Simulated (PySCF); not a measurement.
**C3H10O5Si2: full NMR table**

```yaml
Formula: C3H10O5Si2
SMILES: CO[SiH2]OCOC(=O)O[SiH3]
Point_group_of_the_computed_structure: C1
Degrees_of_unsaturation: 1
Carbon_signals: 3
Proton_signals: 4
```

Atom-mapped SMILES (the numbers label the heavy atoms): `[CH3:1][O:2][SiH2:3][O:4][CH2:5][O:6][C:7](=[O:8])[O:9][SiH3:10]`; H(Xn) means a hydrogen on atom n.

[PySCF 2.14: shieldings: GIAO PBE0/pcSseg-1; GFN2-xTB structure; non-relativistic Hamiltonian; one averaged value for each set of equivalent atoms; isolated molecule; single conformer]

Shifts are taken against calculated references (same method and geometry level): 1H and 13C and 29Si against TMS; 17O vs H2O.

| carbon | δC, type | δH (multiplicity) | HMBC from (2–3 bonds) | span of the C tensor (ppm) |
| --- | --- | --- | --- | --- |
| C1 | 52.2, CH3 | 3.86 (s) | H(Si3) | 78 |
| C5 | 87.6, CH2 | 5.69 (s) | H(Si3) | 51 |
| C7 | 164.2, C | – | H(C5), H(Si10) | 127 |

Other nuclei:
```tsv
atoms	nucleus	environment	δ (ppm)	σ (ppm)
H(Si10)	1H	hydrogen on a silicon bonded to O	4.86	26.85
H(Si3)	1H	hydrogen on a silicon bonded to 2 O	4.73	26.99
Si10	29Si	silicon bonded to O, 3 H	-32.5	381.6
Si3	29Si	silicon bonded to 2 O, 2 H	-38.8	388.0
O8	17O	ester carbonyl oxygen	309.5	26.5
O6	17O	ester alkoxy oxygen	216.0	120.0
O9	17O	oxygen bonded to C, Si	149.2	186.9
O4	17O	oxygen bonded to C, Si	78.1	258.0
O2	17O	oxygen bonded to C, Si	29.7	306.4
```

Carbon types of the structure: 1 × C, 1 × CH2, 1 × CH3, leaving 5 H on heteroatoms. δC 164.2: carbonate carbon; it is a carbonyl in resonance with an O or N lone pair, the region of acids, esters and amides. δC 87.6: sp3 carbon bearing two oxygens; 2 electronegative neighbours deshield it. δC 52.2: methyl carbon bonded to O; deshielded by the electronegative neighbour. δH 5.69: hydrogen on an sp3 carbon bearing two oxygens; its carbon carries O, an electronegative neighbour. δH 3.86: hydrogen on a methyl carbon bonded to O; its carbon carries O, hence the downfield position.

Shifts are as computed. Against solution values, carbons near 30 ppm lie about +3 ppm off and those near 130 ppm about +5 ppm. Of 1211 compounds with measured shifts, 218 miss one by over three times the rms of a fit or turn the order of signals round; such compounds aren't used in these exercises. Unscaled 17O shifts of doubly bonded oxygen tend to come out too high, by tens of ppm or more. Experimental scales use liquid or dissolved standards, which lie at an offset from isolated H2O (liquid H2O: subtract about 36 ppm). No couplings were computed; multiplicities are counted from neighbouring protons, with m where these are inequivalent, close in shift, in a saturated or five-membered ring or joined by F or P, and br s for small geminal =CH2 splittings.
